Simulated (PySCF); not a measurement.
Vertical excitations of a molecule C6H8 from TDDFT-PBE/def2-SVPD (PySCF), as energy in eV (oscillator strength): 5.79 (0.003), 6.20 (0.006), 6.39 (0.016), 6.51 (0.001), 6.68 (0.075), 6.84 (0.009), 6.93 (0.008), 6.99 (0.044), 7.10 (0.023), 7.30 (0.004). Lowest triplet (TDA): 5.12 eV. Geometry optimised at B3LYP-D3(BJ)/def2-SVP. One conformer was computed; it need not be the lowest.

Q: Pick the molecule that these values belong to.
A. C#C[C@@H]1C[C@@H]1C
B. C=CCC#CC
C. CC1=CC=CC1
D. C=CC#CCC

A: A, C#C[C@@H]1C[C@@H]1C
